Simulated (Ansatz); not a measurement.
```yaml
crystal:
  periodic: [false, false, false]
  atoms:
    - {symbol: F, position_ang: [0.130316, -1.186797, -0.776161]}
    - {symbol: B, position_ang: [0.021926, -0.096072, -0.058370]}
    - {symbol: Cl, position_ang: [-1.536350, 0.360591, 0.563363]}
    - {symbol: Cl, position_ang: [1.439608, 0.861979, 0.250868]}
basis:
  gaussian: {orbitals: def2-SVPD}
hamiltonian: {xc: {name: HF}}
correlation: {active_space: {window: {electrons: 6, orbitals: 2}}}
output: {forces: true}
```

```sh
$ ansatz run in.yaml --threads 4 --pin off --events-out ev --progress --plain --max-ram 10444MiB
```

Question: How does Ansatz answer? (Best estimate.)

Answer: Ansatz gave: The run stopped with an error.
```
Functional definition: HF
910 factors; integrals over basis functions are off by at most 6.8e-4 eV
mean field evaluation 1: about -28376.8967 eV, gradient 2.8e1 eV
mean field evaluation 2: about -28376.9484 eV, gradient 2.8e1 eV
mean field evaluation 4: about -28378.6573 eV, gradient 2.1e0 eV
mean field evaluation 8: about -28378.6792 eV, gradient 1.6e-1 eV
mean field -28378.67937331 eV, -1042.8972312095 hartree, gradient 9.8e-7 eV, S^2 0.000000; 0 other end points of the search recorded, 0 dependent functions left out
reference -28378.67937331 eV, -1042.8972312095 hartree; 24, 24 occupied and 73, 73 virtual orbitals, 910 factors
Error: 6 electrons in 2 orbitals form no window around the highest filled level of the reference
```
